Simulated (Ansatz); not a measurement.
CH5FO3Si can be A, `OC(O)(F)O[SiH3]`, or B, `OC(O)(O)[SiH2]F`.

Program: Ansatz. Geometries: PBE0-D4/def2-TZVP. ΔE: electronic, gas phase. CBS: MP2 limit from def2 TZ/QZ plus the TZ coupled-cluster correction, frozen cores. Functionals use def2-TZVPP. B3LYP here is the variant with VWN-RPA as its local correlation; programs differ in this. One conformer a species, not always the lowest.

Which is lower in electronic energy at CCSD(T)/CBS, and by how much? (An estimate is asked.)

Ansatz gave: B, by 39.2 kJ/mol.

Give E(B) − E(A) in kJ/mol with B2PLYP, PBE-D4, r2SCAN-D4, CCSD(T)/def2-TZVPP, HF/def2-TZVPP, ωB97M-V, B3LYP. (Estimate.)

The calculation gave: B2PLYP -34.2, PBE-D4 -40.7, r2SCAN-D4 -28.9, CCSD(T)/def2-TZVPP -30.5, HF/def2-TZVPP -5.7, ωB97M-V -29.6, B3LYP -34.3. None reverses the order clearly.

Largest T1 diagnostic: 0.012.

In def2-TZVPP, CCSD(T) changes the Hartree–Fock value by −24.8 kJ/mol (the triples alone add −2.2 kJ/mol) and MP2 by −30.6 kJ/mol. From PBE to PBE0 (25 % exact exchange), in def2-TZVPP and without D4, E(B) − E(A) moves by +9.5 kJ/mol.
